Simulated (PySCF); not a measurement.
Te(Br)(NH2) (BrH2NTe), SMILES N[Te]Br. Coordinates come from a B3LYP-D3(BJ)/def2-SVP optimisation. The def2 effective core potentials stand for the cores of Te; spin–orbit coupling is left out. One conformer was computed; it need not be the lowest.

Method: B3LYP-D3(BJ)/def2-SVP in PySCF 2.14.0.

Harmonic wavenumbers (cm⁻¹): 137, 231, 419, 508, 702, 913, 1539, 3513, 3625. Rotational constants (GHz): 8.975, 1.378, 1.203; symmetry number 1.

Q: Work out the zero-point energy and the ideal-gas rigid-rotor harmonic-oscillator thermochemistry at 298.15 K and 1 atm.

A: ZPE = ½ Σ hcν = ½ × 11588 cm⁻¹ = 69.31 kJ/mol. H − E(el) = 84.10 kJ/mol. Entropy in J/(mol K): translation 176.21, rotation 114.94, vibration 27.98, total 319.13. G − E(el) = -11.05 kJ/mol. Cp = 65.65 J/(mol K). Modes under 150 cm⁻¹ make the vibrational entropy uncertain.
